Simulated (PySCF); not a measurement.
**Ne⁸⁺ (neon, charge +8): Hartree-Fock from Schrödinger to Dirac-Coulomb-Breit**

Occupied: 1s1/2. Hartree-Fock calculated with PySCF 2.14 in an even-tempered Gaussian basis (19 s from 0.3 bohr⁻², ratio 2.3; 12 p from 0.36 bohr⁻², ratio 2.3), Gaussian nucleus throughout. NR is non-relativistic, sf-X2C the spin-free one-electron X2C Hamiltonian, X2C adds the bare one-electron spin-orbit term, X2C-SNSO screens it by Boettger's factors, DC is four-component Dirac-Coulomb, and the Gaunt and Breit terms are added at first order (total energies over the DC spinors, levels after relaxing the spinors in that mean field). QED terms are absent. Levels marked empty are virtual spinors of this ion.

```tsv
level (eV)	NR	sf-X2C	X2C	X2C-SNSO
1s1/2	-1195.0	-1196.4	-1196.4	-1196.4
2s1/2 (empty)	-238.64	-238.97	-238.97	-238.97
2p1/2 (empty)	-222.70	-222.81	-222.99	-222.98
2p3/2 (empty)	-222.70	-222.81	-222.72	-222.73
3s1/2 (empty)	-102.56	-102.67	-102.67	-102.67
```

Problem. Where do the four-component calculations put these levels?

Solution. 1s1/2: DC -1196.5, DC+Gaunt -1196.2, DC+Breit -1196.2; 2s1/2 (empty): DC -238.99, DC+Gaunt -238.96, DC+Breit -238.96; 2p1/2 (empty): DC -222.97, DC+Gaunt -222.92, DC+Breit -222.92; 2p3/2 (empty): DC -222.74, DC+Gaunt -222.71, DC+Breit -222.72; 3s1/2 (empty): DC -102.68, DC+Gaunt -102.67, DC+Breit -102.67 (eV).

```
Hamiltonian  E (hartree)  E − E(DC) (hartree)  CPU seconds
         NR     -93.8610               0.1217         0.38
     sf-X2C     -93.9767               0.0060         0.21
        X2C     -93.9767               0.0060         0.21
   X2C-SNSO     -93.9767               0.0060         0.21
         DC     -93.9827               0.0000          3.1
   DC+Gaunt     -93.9706               0.0121          5.9
   DC+Breit     -93.9706               0.0121           56
```

Weight of the small component: 1s1/2 0.00125, 2s1/2 0.000238, 2p1/2 0.000230, 2p3/2 0.000229, 3s1/2 0.000102.

Koopmans' value for the highest occupied level at DC+Breit: 1196.2 eV, against an ionisation energy of 1195.8 eV (theoretical estimate listed by NIST; NIST Atomic Spectra Database, ionization energies); the former lacks relaxation, correlation, QED and recoil.

The whole ladder took 67 s of wall time on 1 thread of Neoverse-N1 (shared host), launched as `OMP_NUM_THREADS=1 python relrun2.py TASK.json OUT` (a driver that calls PySCF for each Hamiltonian).
